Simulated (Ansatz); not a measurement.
A nudged elastic band was laid between two geometries of AlFH3NO + H2 (9 atoms, charge 0, multiplicity 1).

These are results of RHF/def2-SVP in Ansatz, not measurements.

```yaml
movable_images: 5
climbing_image: yes
spring: 5.0 eV/Å²
optimiser: quadratic models (default)
start_path: through a guess of the saddle point
force_threshold: 0.05 eV/Å
iteration_limit: 60
end_points: relaxed
```

Image 0:

```xyz
9
Properties=species:S:1:pos:R:3
Al -0.034 -0.207 0.385
N 0.038 -0.604 2.094
H -0.710 -0.978 2.645
H 0.854 -0.486 2.663
F 1.330 0.380 -0.332
O -1.375 -0.422 -0.593
H -2.248 -0.751 -0.494
H 0.057 2.650 0.351
H -0.457 2.695 0.892
```

Image 6:

```xyz
9
Properties=species:S:1:pos:R:3
Al -0.130 0.535 0.031
N -0.043 0.326 2.058
H -0.797 -0.294 2.315
H 0.829 -0.115 2.309
F 1.363 -0.143 -0.330
O -1.492 -0.489 -0.163
H -1.897 -0.812 -0.948
H -0.246 2.089 -0.250
H -0.132 1.179 2.587
```

What changes between the two ends?

Bonds broken: H8–H9. Bonds formed: Al1–H8, N2–H9. AlFH3NO + H2 becomes AlFH5NO.

Give the energies along the band, and the barrier.

The run converged. The highest image is number 3 of 0 to 6, 107.2 kJ/mol above the first end and 199.3 kJ/mol above the last; the last end lies 92.0 kJ/mol below the first. Neighbouring images differ by up to 1.4 eV, so the band resolves the path poorly. A vibrational analysis at the climbing image gives one clearly imaginary mode, 1689i cm⁻¹: a first-order saddle point. The orbitals stay closed-shell, which can raise the energy where a bond breaks towards radicals; this wasn't checked here.

```json
{"image": "0", "path coordinate (Å)": "0.00", "energy (kJ/mol)": "0.0", "H8–H9 (Å)": "0.75", "Al1–H8 (Å)": "2.86", "N2–H9 (Å)": "3.55"}
{"image": "1", "path coordinate (Å)": "0.93", "energy (kJ/mol)": "2.6", "H8–H9 (Å)": "0.75", "Al1–H8 (Å)": "2.62", "N2–H9 (Å)": "2.85"}
{"image": "2", "path coordinate (Å)": "1.86", "energy (kJ/mol)": "4.1", "H8–H9 (Å)": "0.75", "Al1–H8 (Å)": "2.36", "N2–H9 (Å)": "2.39"}
{"image": "3", "path coordinate (Å)": "2.79", "energy (kJ/mol)": "107.2", "H8–H9 (Å)": "1.00", "Al1–H8 (Å)": "1.80", "N2–H9 (Å)": "1.39"}
{"image": "4", "path coordinate (Å)": "3.38", "energy (kJ/mol)": "-30.7", "H8–H9 (Å)": "1.71", "Al1–H8 (Å)": "1.62", "N2–H9 (Å)": "1.03"}
{"image": "5", "path coordinate (Å)": "3.97", "energy (kJ/mol)": "-81.4", "H8–H9 (Å)": "2.40", "Al1–H8 (Å)": "1.59", "N2–H9 (Å)": "1.01"}
{"image": "6", "path coordinate (Å)": "4.57", "energy (kJ/mol)": "-92.0", "H8–H9 (Å)": "2.98", "Al1–H8 (Å)": "1.58", "N2–H9 (Å)": "1.01"}
```

What is the geometry of the highest image?


```xyz
9
Properties=species:S:1:pos:R:3:forces:R:3
Al -0.149 0.160 0.237 -0.02 -0.01 0.00
N 0.034 0.120 2.100 0.00 -0.01 0.00
H -0.703 -0.226 2.692 0.00 0.00 0.00
H 0.924 -0.047 2.540 0.00 0.00 0.00
F 1.270 -0.011 -0.598 0.00 0.00 0.00
O -1.614 -0.418 -0.360 0.04 0.02 -0.02
H -1.897 -0.592 -1.240 -0.02 -0.01 0.02
H -0.266 1.902 0.693 0.00 0.00 0.00
H -0.143 1.387 1.546 0.01 0.01 0.00
```

The band took 29 iterations and of the order of 110 core-seconds.

The run took 110 s on 1 thread of Intel(R) Xeon(R) 6975P-C (Granite Rapids), with other jobs on the host, peak memory 0.16 GiB.
